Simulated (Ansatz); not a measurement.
`FC(F)(F)C[O][Sn]([Cl])([Cl])[Cl]` and `OCC(F)(F)F` differ in one atom or group.

Ansatz, PBE0-D4/def2-TZVP geometries, multiplicity 1. Each molecule was computed in one conformer, which needn't be the lowest.

Elements past krypton have def2 core potentials.

| property | `FC(F)(F)C[O][Sn]([Cl])([Cl])[Cl]` |
| --- | --- |
| HOMO–LUMO gap (PBE/def2-TZVPP) / eV | 3.63 |
| size of the dipole moment (ωB97M-V/def2-TZVPP) / D | 1.94 |
| LUMO energy (PBE/def2-TZVPP) / eV | -3.96 |
| HOMO energy (PBE/def2-TZVPP) / eV | -7.60 |
| HOMO energy (PBE0/def2-TZVPP) / eV | -9.28 |
| LUMO energy (PBE0/def2-TZVPP) / eV | -3.08 |

Question: Give the same properties after the change, and the shifts. (An estimate is asked.)

Answer: Computed: 
```
                                          property  `OCC(F)(F)F`  shift
               HOMO–LUMO gap (PBE/def2-TZVPP) / eV          7.00   3.37
size of the dipole moment (ωB97M-V/def2-TZVPP) / D          1.71  -0.23
                 LUMO energy (PBE/def2-TZVPP) / eV         -0.07   3.89
                 HOMO energy (PBE/def2-TZVPP) / eV         -7.07   0.53
                HOMO energy (PBE0/def2-TZVPP) / eV         -8.85   0.43
                LUMO energy (PBE0/def2-TZVPP) / eV          0.85   3.93
```

With PBE0 the HOMO rises by 0.43 eV and the LUMO rises by 3.93 eV, so the gap widens by about 3.50 eV. PBE moves the HOMO by 0.53 eV and ωB97M-V by 0.37 eV. Dipoles are sizes alone; their direction can turn.

Positive LUMOs are unbound, so they and the gaps depend on the basis.
